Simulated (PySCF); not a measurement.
A calculated (BP86, PySCF 2.14, x2c-SVPall, scalar relativity by spin-free X2C-1e) atom or ion has these occupied shells.

| shell | electrons | orbital energy (eV) | rms radius, mean of both spins (bohr) |
| --- | --- | --- | --- |
| 1s α | 1 | -14155.9 | 0.0478 |
| 1s β | 1 | -14155.8 | 0.0478 |
| 2s α | 1 | -1875.7 | 0.199 |
| 2s β | 1 | -1875.7 | 0.199 |
| 2p α | 3 | -1660.7 | 0.177 |
| 2p β | 3 | -1660.6 | 0.177 |
| 3s α | 1 | -276.05 | 0.568 |
| 3s β | 1 | -275.94 | 0.568 |
| 3p α | 3 | -207.50 | 0.584 |
| 3p β | 3 | -207.39 | 0.584 |
| 3d α | 5 | -93.871 | 0.617 |
| 3d β | 5 | -93.731 | 0.617 |
| 4s α | 1 | -34.666 | 1.64 |
| 4s β | 1 | -33.678 | 1.64 |
| 4p α | 3 | -20.159 | 1.98 |
| 4p β | 2 | -19.238 | 1.98 |

Problem. Name the element and its charge.

Solution. Kr⁺ (krypton, charge +1), in [Ar] 3d10 4s2 4p5, 2P determinant.
